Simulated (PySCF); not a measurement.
Predicted microwave data (PBE0/pcSseg-1 in PySCF (dipole) on a GFN2-xTB geometry, gas phase) for one isomer of C10H14:

| Item | Value |
| --- | --- |
| Rotational constants | A = 1294, B = 953.0, C = 656.7 MHz |
| Dipole components | \|μa\| = 0.25 D, \|μb\| = 0.24 D, \|μc\| = 0.07 D |
| Inertial defect | -151.19 u·Å² |
| κ | -0.07 |

Task: Which candidate fits, each taken in the one conformer that was computed?
A. `[CH:1]#[C:2][CH2:3][C@@H:4]([C:5]#[CH:6])[C:7]([CH3:8])([CH3:9])[CH3:10]` with C2–C3–C4–C5 64°
B. `[CH2:1]=[C:2]1[CH2:3][C@:4]1([C:5]#[C:6][CH3:7])[CH2:8][CH2:9][CH3:10]` with C3–C4–C8–C9 -147°, C4–C8–C9–C10 180°
C. `[CH2:1]=[CH:2][C@@H:3]1[CH2:4][C@@H:5]2[CH:6]=[CH:7][C@@:8]1([CH3:9])[CH2:10]2` with C1–C2–C3–C4 -127°
D. `[CH3:1][CH2:2][C:3]1=[CH:4][C@@H:5]2[CH:6]=[CH:7][C@:8]12[CH2:9][CH3:10]` with C1–C2–C3–C4 -6°, C7–C8–C9–C10 163°

Result: B. It is C=C1C[C@]1(C#CC)CCC, an asymmetric top, point group C1. The candidates at the same level (rigid rotor, commonest isotopes):

```tsv
SMILES	A (MHz)	B (MHz)	C (MHz)	μa (D)	μb (D)	μc (D)	Δ (u·Å²)	point group	rotor
C#CC[C@@H](C#C)C(C)(C)C	1943	950.7	764.6	0.99	0.39	0.11	-130.71	C1	asymmetric top
C=C[C@@H]1C[C@@H]2C=C[C@@]1(C)C2	2098	1286	1080	0.26	0.07	0.24	-165.75	C1	asymmetric top
C=C1C[C@]1(C#CC)CCC	1294	953.0	656.7	0.25	0.24	0.07	-151.19	C1	asymmetric top
CCC1=C[C@@H]2C=C[C@]12CC	1753	1199	909.6	0.35	0.28	0.27	-154.10	C1	asymmetric top
```

`C=C[C@@H]1C[C@@H]2C=C[C@@]1(C)C2` has C 64 % too high; `CCC1=C[C@@H]2C=C[C@]12CC` has C 39 % too high; `C#CC[C@@H](C#C)C(C)(C)C` has A 50 % too high. No structure here is proved a minimum.
